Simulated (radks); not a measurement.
Pt I, 78 electrons, occupied as [Xe] 4f14 5d7 6s2 6p1 (not the ground configuration).

Method: scalar-relativistic Kohn-Sham, PBE, spin-polarised, spherical densities, finite nucleus; open shells are filled with parallel spins first (spin-orbit coupling, left out, can overturn this in heavy ions); Fermi nuclear charge, rms radius 5.427 fm; computed with a radial shooting solver on a logarithmic mesh with Libxc functionals.

Energy parts (eV):
part                       energy
total                  -500945.47
kinetic                 558410.50
electron-nucleus      -1244048.31
Hartree                 194319.66
exchange-correlation     -9627.32

Orbitals (lengths in bohr, moments of r in powers of bohr; r(90%) holds 90 % of the orbital's charge):
1s up: occ. 1; eigenvalue (eV) -78404.26; r(90%) 0.0313; <r^4> 4.521e-07
1s down: occ. 1; eigenvalue (eV) -78404.25; r(90%) 0.0313; <r^4> 4.521e-07
2s up: occ. 1; eigenvalue (eV) -13781.15; r(90%) 0.112; <r^4> 0.00006659
2s down: occ. 1; eigenvalue (eV) -13780.94; r(90%) 0.112; <r^4> 0.00006659
2p up: occ. 3; eigenvalue (eV) -11948.23; r(90%) 0.106; <r^4> 0.00005365
2p down: occ. 3; eigenvalue (eV) -11948.05; r(90%) 0.106; <r^4> 0.00005365
3s up: occ. 1; eigenvalue (eV) -3243.113; r(90%) 0.274; <r^4> 0.002415
3s down: occ. 1; eigenvalue (eV) -3243.032; r(90%) 0.274; <r^4> 0.002415
3p up: occ. 3; eigenvalue (eV) -2709.047; r(90%) 0.281; <r^4> 0.002641
3p down: occ. 3; eigenvalue (eV) -2708.955; r(90%) 0.281; <r^4> 0.002641
3d up: occ. 5; eigenvalue (eV) -2128.914; r(90%) 0.264; <r^4> 0.002032
3d down: occ. 5; eigenvalue (eV) -2128.758; r(90%) 0.264; <r^4> 0.002032
4s up: occ. 1; eigenvalue (eV) -703.0329; r(90%) 0.595; <r^4> 0.05464
4s down: occ. 1; eigenvalue (eV) -702.8218; r(90%) 0.595; <r^4> 0.05464
4p up: occ. 3; eigenvalue (eV) -527.8102; r(90%) 0.641; <r^4> 0.07301
4p down: occ. 3; eigenvalue (eV) -527.6133; r(90%) 0.641; <r^4> 0.07296
4d up: occ. 5; eigenvalue (eV) -314.7284; r(90%) 0.699; <r^4> 0.1023
4d down: occ. 5; eigenvalue (eV) -314.4991; r(90%) 0.699; <r^4> 0.1021
5s up: occ. 1; eigenvalue (eV) -110.0006; r(90%) 1.36; <r^4> 1.495
5s down: occ. 1; eigenvalue (eV) -108.4737; r(90%) 1.35; <r^4> 1.474
4f up: occ. 7; eigenvalue (eV) -78.0076; r(90%) 0.834; <r^4> 0.2218
4f down: occ. 7; eigenvalue (eV) -77.6620; r(90%) 0.831; <r^4> 0.2172
5p up: occ. 3; eigenvalue (eV) -64.0748; r(90%) 1.59; <r^4> 2.792
5p down: occ. 3; eigenvalue (eV) -62.1892; r(90%) 1.59; <r^4> 2.763
5d up: occ. 5; eigenvalue (eV) -12.7740; r(90%) 2.41; <r^4> 15.24
5d down: occ. 2; eigenvalue (eV) -10.6707; r(90%) 2.45; <r^4> 16.64
6s up: occ. 1; eigenvalue (eV) -9.2199; r(90%) 3.90; <r^4> 100.4
6s down: occ. 1; eigenvalue (eV) -7.7941; r(90%) 4.03; <r^4> 114.0
6p up: occ. 1; eigenvalue (eV) -2.7306; r(90%) 6.00; <r^4> 566.6
6p down: occ. 0; eigenvalue (eV) -1.7740; r(90%) 6.35; <r^4> 724.0

The highest occupied level is 6p up at -2.731 eV. The density falls to 0.001 e/bohr^3 at r = 4.74 bohr. The electron density at the nucleus is 2.117e+06 e/bohr^3 (large components only). Spin moment in Bohr magnetons: 4.
